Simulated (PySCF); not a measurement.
Cl₂H₄OSi₂. Atoms are numbered in the order given.

```xyz
9

Si     1.4265     0.6412     0.6697
Cl     2.0913    -0.4669    -0.9537
O      0.0000     0.0000     1.2128
Si    -1.4265    -0.6412     0.6697
Cl    -2.0913     0.4669    -0.9537
H      1.2286     2.0400     0.2250
H      2.4204     0.5317     1.7601
H     -2.4204    -0.5317     1.7601
H     -1.2286    -2.0400     0.2250
```

Geometry optimised at B3LYP-D3(BJ)/def2-SVP. Other conformers were not sampled.

These are TDDFT-CAM-B3LYP/def2-SVPD in PySCF values and carry that method's errors.

Vertical excitations. Isolated molecule, no solvent. State labels are in the subgroup C2.

Computed excitation energies, oscillator strengths and character:
```csv
state,symmetry,energy (eV),λ (nm),f,main pairs
S1,B,7.77,160,0.013,"HOMO→LUMO 48 %, HOMO−1→LUMO+2 25 %, HOMO→LUMO+1 13 %"
S2,A,7.81,159,0.008,"HOMO→LUMO+2 46 %, HOMO−1→LUMO 22 %, HOMO−1→LUMO+1 18 %"
S3,B,7.93,156,0.010,"HOMO→LUMO 25 %, HOMO→LUMO+3 22 %, HOMO→LUMO+1 22 %, HOMO−1→LUMO+2 13 %"
S4,A,8.03,154,0.001,"HOMO−1→LUMO 46 %, HOMO−1→LUMO+3 17 %, HOMO→LUMO+4 10 %, HOMO−1→LUMO+1 7 %"
S5,A,8.38,148,0.002,"HOMO−2→LUMO+2 44 %, HOMO−3→LUMO+1 19 %, HOMO−3→LUMO+3 7 %"
S6,B,8.38,148,0.098,"HOMO−3→LUMO+2 33 %, HOMO−2→LUMO+1 27 %, HOMO−2→LUMO+3 9 %, HOMO−2→LUMO 8 %"
S7,B,8.56,145,0.009,"HOMO→LUMO+1 36 %, HOMO→LUMO+3 32 %, HOMO−1→LUMO+4 10 %"
S8,A,8.65,143,0.002,"HOMO−1→LUMO+1 39 %, HOMO−1→LUMO+3 22 %, HOMO→LUMO+4 12 %, HOMO→LUMO+5 8 %"
S9,B,8.67,143,0.015,"HOMO−2→LUMO 39 %, HOMO−4→LUMO 28 %, HOMO−2→LUMO+3 6 %"
S10,A,8.71,142,0.004,"HOMO−3→LUMO 50 %, HOMO−3→LUMO+3 8 %"
T1,B,7.33,169,0,"HOMO→LUMO 37 %, HOMO−1→LUMO+2 31 %, HOMO→LUMO+1 12 %"
T2,A,7.35,169,0,"HOMO→LUMO+2 45 %, HOMO−1→LUMO 22 %, HOMO−1→LUMO+1 13 %"
T3,B,7.58,164,0,"HOMO→LUMO 28 %, HOMO→LUMO+3 24 %, HOMO→LUMO+1 14 %, HOMO−1→LUMO+2 9 %"
T4,A,7.68,161,0,"HOMO−1→LUMO 36 %, HOMO−1→LUMO+3 18 %, HOMO→LUMO+4 11 %, HOMO−1→LUMO+1 8 %"
```
Triplets are in the Tamm–Dancoff approximation, which puts them higher than full response would, so one can lie above its singlet here.
